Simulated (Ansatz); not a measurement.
C2H6O2Si can be A, `C1OC[SiH2]O1`, or B, `O=COC[SiH3]`.

Isolated molecules relaxed with PBE0-D4/def2-TZVP in Ansatz; ΔE leaves out vibrations. CCSD(T)/CBS adds triple-zeta CCSD(T) − MP2 to the extrapolated MP2 energy (def2 sets, frozen cores). Functionals use def2-TZVPP. B3LYP here is the variant with VWN-RPA as its local correlation; programs differ in this. Each species was taken in one conformer, which may not be the lowest.

Question: Which is lower in electronic energy at CCSD(T)/CBS, and by how much? (Estimate.)

Answer: The calculation gave: A, by 18.4 kcal/mol.

Question: Give E(B) − E(A) in kcal/mol with B3LYP, B2PLYP, MP2/def2-TZVPP, CCSD/def2-TZVPP, ωB97M-V, r2SCAN-D4, B3LYP-D4. (An estimate is asked.)

Answer: The calculation gave: B3LYP 13.5, B2PLYP 15.0, MP2/def2-TZVPP 18.2, CCSD/def2-TZVPP 18.0, ωB97M-V 17.5, r2SCAN-D4 15.8, B3LYP-D4 14.2. None reverses the order clearly.

Largest T1 diagnostic: 0.015.

In def2-TZVPP, CCSD(T) changes the Hartree–Fock value by +1.1 kcal/mol (the triples alone add −1.0 kcal/mol) and MP2 by +2.3 kcal/mol. From PBE to PBE0 (25 % exact exchange), in def2-TZVPP and without D4, E(B) − E(A) moves by +4.2 kcal/mol.
